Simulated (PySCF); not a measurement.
C₅H₁₃OPSi.
SMILES: `CO[C@@H]1CCP([SiH3])C1`

Computed, not measured: PySCF, TDDFT CAM-B3LYP/def2-SVPD, vertical, gas phase, core orbitals frozen in the response. The structure is a single PBE0-D3(BJ)/def2-SVP conformer in the gas phase; no vibrational or solvent corrections.

Problem. What does the calculation give for the low-lying excited states?

Solution. 

```tsv
state	E (eV)	E (kJ/mol)	λ (nm)	f	main configurations (H = HOMO, L = LUMO)
S1	5.37	519	230.7	0.010	H→L+1 (87%)
S2	6.05	583	205.1	0.118	H→L+2 (59%), H→L (20%)
S3	6.52	629	190.2	0.029	H→L+4 (28%), H→L (22%), H→L+2 (21%)
S4	6.66	642	186.3	0.043	H→L+3 (48%), H→L (38%)
S5	7.15	690	173.3	0.014	H-1→L+1 (50%), H-2→L+1 (19%)
S6	7.17	692	172.9	0.047	H→L+4 (24%), H-1→L (18%), H→L+3 (15%)
S7	7.28	702	170.3	0.052	H-1→L (60%), H-1→L+1 (11%)
S8	7.46	720	166.2	0.053	H→L+7 (38%), H→L+5 (30%)
S9	7.51	725	165.0	0.011	H→L+6 (30%), H→L+4 (24%), H→L+5 (23%)
S10	7.55	728	164.3	0.025	H-1→L+2 (63%), H→L+7 (15%)
```

Triplets (Tamm–Dancoff): T1 4.70 eV, H→L+1 (84%); T2 5.09 eV, H→L+2 (70%), H→L+6 (9%); T3 6.11 eV, H→L+3 (34%), H→L+4 (28%), H→L+6 (13%); T4 6.42 eV, H→L (56%), H→L+3 (20%).

The lowest singlet comes at 231 nm (519 kJ/mol) in the ultraviolet; it is weak; its leading configuration is HOMO→LUMO+1 (87%). The strongest level in the table is S2 at 6.05 eV (205 nm, f = 0.118). Löwdin shares by element: HOMO phosphorus 59%, carbon 16% or more, silicon 11%; LUMO carbon 24% or more, silicon 7%, hydrogen 7% or more (atoms not listed hold the other 63%). Of the 10 states listed, 10 reach f = 0.01 and none stays under 0.0005. Weighted by f, the mean energy of these states is 6.78 eV. The oscillator strengths of these states sum to 0.404; summed over the whole spectrum of an exact calculation they would give the number of electrons, 80 (Thomas–Reiche–Kuhn). No computed singlet lies in the visible range (380 to 750 nm); the lowest, at 231 nm, stands 2.11 eV above its violet end (3.26 eV). The vertical ionisation energy (ΔSCF) is 8.30 eV, 0.76 eV above S10. Only the lowest 10 singlets were computed, as vertical energies without vibronic structure.

Without π bonds the low states are Rydberg-like; a valence basis with one diffuse set may place them up to an eV too high.
